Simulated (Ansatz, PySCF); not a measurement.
Gas-phase reaction (SMILES): NBN + N (NH3) → NB(N)N + [H][H] (H2); ammonia cleaves one B-H bond, a model of a ligand-exchange step.

Structures are relaxed separately at B3LYP-D3(BJ)/def2-TZVP in Ansatz (a quantum-chemistry and plane-wave program), one conformer each, not searched for the lowest. Correlated levels leave the core frozen unless marked. No spin-orbit coupling. No relativistic terms. Basis-set limits of correlation are two-point, X^-3; Hartree-Fock from the larger set. The bracket is a focal-point correction in the basis named. Thermal terms are rigid-rotor harmonic-oscillator values from B3LYP-D3(BJ) frequencies (Ansatz or PySCF) at 298.15 K and 1 atm. 1 Eh = 627.5095 kcal/mol.

```tsv
species	E, RI-MP2/CBS(aug-cc-pVTZ,aug-cc-pVQZ)+[CCSD(T)-MP2]/aug-cc-pVTZ (Ansatz) (Eh)	E, PBE-D3(BJ)/def2-TZVPD (Ansatz + dftd3) (Eh)	H - E (Eh)
NBN	-137.29220	-137.32454	0.07172
N (NH3)	-56.50756	-56.51114	0.03799
NB(N)N	-192.64057	-192.68442	0.09030
[H][H] (H2)	-1.17524	-1.16598	0.01336
```

Work out ΔE and ΔH at 298.15 K at the first level, then ΔH at the second.


1. ΔE = [(-192.64057) + (-1.17524)] - [(-137.29220) + (-56.50756)] = -0.01605 Eh = -10.1 kcal/mol at RI-MP2/CBS(aug-cc-pVTZ,aug-cc-pVQZ)+[CCSD(T)-MP2]/aug-cc-pVTZ.
2. The terms H - E add up to -0.00605 Eh, so ΔH = (-0.01605 + (-0.00605))×627.5095 = -13.9 kcal/mol.
3. At PBE-D3(BJ)/def2-TZVPD the same steps give ΔE = -9.2 and ΔH = -13.0 kcal/mol, a shift of +0.9 from the first level.
4. These values are not checked against measurement here, since the tables used lack a sound gas-phase enthalpy of formation for at least one species.
